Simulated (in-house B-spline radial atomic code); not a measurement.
The numbers below are computed, except where a source is named.
# C6 from the polarisability at imaginary frequency: Pb4+

LDA VWN5 linear response of the closed shell [Xe] 4f14 5d10, from a B-spline radial code for spherical atoms; scalar-relativistic (spin-free one-electron X2C), finite nucleus, no spin-orbit coupling; shells from n = 3 respond.

The dispersion coefficient of two like species is C6 = (3/π) ∫ α(iu)² du from 0 to ∞.

```tsv
u (hartree)	α(iu) (bohr³)
0	3.874
0.335	3.694
0.783	3.122
1.34	2.4
2.24	1.578
3.35	1.008
5.03	0.5896
7.83	0.3123
11.2	0.1842
16.8	0.1006
28	0.04586
55.9	0.01479
```

Fit one oscillator, α(iu) = α(0)/(1 + u²/ω²), through u = 3.35 and estimate C6.

From α(0)/α(iu) − 1 = 3.874/1.008 − 1 = 2.8433, ω = u/√2.8433 = 1.9867 hartree (54.1 eV). London's formula gives C6 = (3/4) α(0)² ω = 0.75 × 3.874² × 1.9867 = 22.36 hartree·bohr⁶, and the oscillator holds f = α(0) ω² = 15.29 electrons, of a sum of oscillator strengths of 71.6.

How does that compare with the full integral?

The program's quadrature over all excitations gives C6 = 20.61, so the single oscillator is off by +8.5 %. At the last point the fit gives α = 0.00489 against 0.0148: higher excitations, and deeper shells where there are any, keep the true curve higher at large u.
